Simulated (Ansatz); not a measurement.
A run for Ansatz (a program for electronic structure): R-CCSD(T)/def2-TZVPPD on GeH2S (SMILES [SH][GeH]), atoms moved off the minimum. Files ending in .json are basis or fitting sets from the Basis Set Exchange. The run froze 19 orbitals, filled d shells among them.

Ansatz 0.2 input:
```yaml
crystal:
  periodic: [false, false, false]
  atoms:
    - {symbol: Ge, position_ang: [0.14095437, -0.49916409, 0.53621494]}
    - {symbol: H, position_ang: [0.72103957, -1.45209972, -0.66363176]}
    - {symbol: S, position_ang: [-0.44554000, 0.94886220, -0.97629678]}
    - {symbol: H, position_ang: [-0.86185473, 1.96675211, -0.09426446]}
basis:
  gaussian:
    orbitals: def2-TZVPPD.json
magnetization: {spin_polarized: false}
correlation: {method: ccsd_t, electrons: outside_noble_gas}
scf: {lower_state_search: off}
output: {forces: true}
```

Output:

```
WARN ansatz: RAYON_NUM_THREADS=1 ignored (pool sized by the plan → 1); use --threads N
Functional definition: HF
these checks for a lower state are left out or cut short: starts, cluster_reference, orbital_swaps, neighbouring_geometries, increment
integrals: 0.28 GiB planned
817 factors; integrals over basis functions are off by at most 1.1e-3 eV
mean field: 0.37 GiB planned
mean field evaluation 1: about -67322.1034 eV, gradient 1.3e1 eV
mean field evaluation 2: about -67322.1891 eV, gradient 1.3e1 eV
mean field evaluation 4: about -67323.0029 eV, gradient 2.2e0 eV
mean field evaluation 8: about -67323.0297 eV, gradient 2.4e-1 eV
mean field -67323.03021746 eV, -2474.0757273029 hartree, gradient 2.9e-6 eV, S^2 0.000000; 0 other end points of the search recorded, 0 dependent functions left out
19 core orbitals not correlated
reference -67323.03021746 eV, -2474.0757273029 hartree; 6, 6 occupied and 114, 114 virtual orbitals, 817 factors
densities: 0.92 GiB planned
second order -7.60036231 eV of doubles, -0.00000000 eV of singles
coupled cluster: 0.56 GiB planned
cycle   1  -8.20369353 eV  change   -6.0e-1 eV  update   7.8e-2
cycle   2  -8.48234785 eV  change   -2.8e-1 eV  update   2.7e-2
cycle   3  -8.53180835 eV  change   -4.9e-2 eV  update   1.4e-2
cycle   4  -8.52710676 eV  change    4.7e-3 eV  update   4.6e-3
cycle   5  -8.52613536 eV  change    9.7e-4 eV  update   2.0e-3
cycle   6  -8.52593690 eV  change    2.0e-4 eV  update   7.8e-4
cycle   7  -8.52593766 eV  change   -7.6e-7 eV  update   2.6e-4
cycle   8  -8.52600088 eV  change   -6.3e-5 eV  update   1.0e-4
cycle   9  -8.52598593 eV  change    1.5e-5 eV  update   3.5e-5
cycle  10  -8.52597583 eV  change    1.0e-5 eV  update   1.4e-5
cycle  11  -8.52598019 eV  change   -4.4e-6 eV  update   6.8e-6
cycle  12  -8.52598086 eV  change   -6.7e-7 eV  update   3.7e-6
perturbative correction -0.40272814 eV, -0.0147999861 hartree
the calculation of the forces begins
mean field evaluation 16: about -67322.9203 eV, gradient 8.2e-1 eV
Total energy: -67331.95892647 eV, -2474.4038513067 hartree
Atom 0 at     0.140954    -0.499164     0.536215 Å, force     0.482953    -0.832906     0.231700 eV/Å
Atom 1 at     0.721040    -1.452100    -0.663632 Å, force    -0.235167     0.204417     0.375107 eV/Å
Atom 2 at    -0.445540     0.948862    -0.976297 Å, force    -0.589545     1.741106     0.317756 eV/Å
Atom 3 at    -0.861855     1.966752    -0.094264 Å, force     0.341760    -1.112617    -0.924562 eV/Å
Dipole moment:    -0.036114     0.063691     0.174900 e Å
Checks for a lower state left out: starts, cluster_reference, orbital_swaps, neighbouring_geometries, increment
```

The run converged.

Cost: around 30 core-seconds (rough).
